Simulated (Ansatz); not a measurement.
`CCNCS` + `CNB(F)S` → `CN(C)B(F)S` + `CNCS`  (substitution at a C–C bond)

Isolated molecules relaxed with PBE0-D4/def2-TZVP in Ansatz; ΔE leaves out vibrations. CCSD(T)/CBS adds triple-zeta CCSD(T) − MP2 to the extrapolated MP2 energy (def2 sets, frozen cores). DFT in def2-TZVPP. B3LYP here is the variant with VWN-RPA as its local correlation; programs differ in this. Each species was taken in one conformer, which may not be the lowest.

`CCNCS`:

Cartesian coordinates in Å:
```
C 0.864 0.358 -1.573
C -0.443 -0.208 -1.032
N -0.415 -0.693 0.336
C -0.154 0.315 1.329
S -0.194 -0.365 3.001
H 0.751 0.660 -2.618
H 1.662 -0.389 -1.527
H 1.192 1.236 -1.012
H -0.771 -1.038 -1.664
H -1.229 0.553 -1.097
H 0.239 -1.459 0.443
H 0.835 0.794 1.269
H -0.902 1.106 1.230
H -1.435 -0.871 2.915
```

`CNB(F)S`:

Cartesian coordinates in Å:
```
C -1.055 1.005 0.571
N -0.304 0.272 -0.423
B 0.698 -0.659 -0.161
F 1.035 -0.939 1.105
S 1.566 -1.511 -1.526
H -2.126 0.793 0.500
H -0.718 0.712 1.564
H -0.910 2.084 0.468
H -0.547 0.474 -1.378
H 2.360 -2.231 -0.720
```

`CN(C)B(F)S`:

Z-matrix (Å, degrees):
```
C
N 1 1.441
H 1 1.090 2 110.9
H 1 1.096 2 110.9 3 -120.1
H 1 1.096 2 110.8 3 120.0
C 2 1.445 1 114.0 3 -179.6
B 2 1.395 1 123.8 3 0.6
H 6 1.088 2 110.3 1 -180.0
H 6 1.096 2 110.8 1 -59.7
H 6 1.096 2 110.7 1 59.8
F 7 1.342 2 119.7 1 180.0
S 7 1.830 2 122.1 1 -0.0
H 12 1.341 7 94.2 2 -179.8
```

`CNCS`:

Z-matrix (Å, degrees):
```
C
N 1 1.446
H 1 1.091 2 109.5
H 1 1.103 2 114.1 3 -121.5
H 1 1.093 2 109.5 3 117.8
C 2 1.436 1 113.1 3 177.7
H 2 1.012 1 111.3 3 53.7
S 6 1.819 2 108.1 1 175.4
H 6 1.101 2 114.7 1 -63.8
H 6 1.093 2 108.4 1 56.7
H 8 1.341 6 96.6 2 144.8
```

(1) Is it downhill or uphill in electronic energy at CCSD(T)/CBS, and by how much? (Estimate.)

(2) What do these levels give: PBE0-D4, ωB97M-V, PBE, r2SCAN, PBE0, B3LYP, HF/def2-TZVPP, MP2/def2-TZVPP, CCSD/def2-TZVPP, CCSD(T)/def2-TZVPP, SCS-MP2/def2-QZVPP, MP2/CBS(def2)? (Estimate.)

Largest T1 diagnostic among the species: 0.012.

Results:

(1) Ansatz gave: Uphill: ΔE = +32.8 kJ/mol.

(2) Ansatz gave: PBE0-D4 33.1, ωB97M-V 33.6, PBE 32.9, r2SCAN 33.8, PBE0 34.5, B3LYP 33.5, HF/def2-TZVPP 37.0, MP2/def2-TZVPP 32.1, CCSD/def2-TZVPP 33.2, CCSD(T)/def2-TZVPP 32.0, SCS-MP2/def2-QZVPP 32.1, MP2/CBS(def2) 32.9 kJ/mol.

In def2-TZVPP, CCSD(T) changes the Hartree–Fock value by −5.0 kJ/mol (the triples alone add −1.2 kJ/mol) and MP2 by −5.0 kJ/mol.
